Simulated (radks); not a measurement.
Problem. Species: Pb I. Configuration: [Hg] 6p2. Calculated with a radial shooting solver on a logarithmic mesh with Libxc functionals: scalar-relativistic Kohn-Sham, LDA (Slater exchange, VWN5 correlation), spin-polarised, spherical densities, finite nucleus; open shells are filled with parallel spins first (spin-orbit coupling, left out, can overturn this in heavy ions); Fermi nuclear charge, rms radius 5.5012 fm; hard spherical wall at 8 bohr. Some entries of the table are withheld. Estimate them.

orbital,occ.,eigenvalue (eV),<r^2> (bohr^2)
1s up,1,-88004.55,0.0003579
1s down,1,-88004.53,0.0003579
2s up,1,-15743.18,0.005429
2s down,1,-15743.17,0.005429
2p up,3,-13515.81,0.004620
2p down,3,-13515.79,0.004620
3s up,1,-3778.597,0.03492
3s down,1,-3778.585,0.03492
3p up,3,-3139.583,0.03615
3p down,3,-3139.570,0.03615
3d up,5,-2484.907,0.02994
3d down,5,-2484.896,0.02994
4s up,1,-854.3203,0.1669
4s down,1,-854.3023,0.1669
4p up,3,-644.7272,0.1912
4p down,3,-644.7073,0.1912
4d up,5,-401.5436,0.2146
4d down,5,-401.5215,0.2146
5s up,1,-143.9005,0.8151
5s down,1,-143.8525,0.8149
4f up,7,-132.8499,0.2468
4f down,7,-132.8252,0.2467
5p up,3,-85.5721,1.077
5p down,3,-85.5142,1.075
5d up,5,-20.9785,2.010
5d down,5,-20.7724,1.977
6s up,1,-12.3522,6.101
6s down,1,-11.4712,5.993
6p up,2,(1),11.53
6p down,0,(2),11.83
7s up,0,(3),24.88
7s down,0,(4),25.48
6d up,0,(5),22.74
6d down,0,(6),23.67
5f up,0,6.6662,25.97
5f down,0,7.3167,26.92

Solution. 
(1) 6p up eigenvalue (eV): -3.7920
(2) 6p down eigenvalue (eV): -2.7507
(3) 7s up eigenvalue (eV): 1.4723
(4) 7s down eigenvalue (eV): 2.0588
(5) 6d up eigenvalue (eV): 2.8954
(6) 6d down eigenvalue (eV): 3.6478
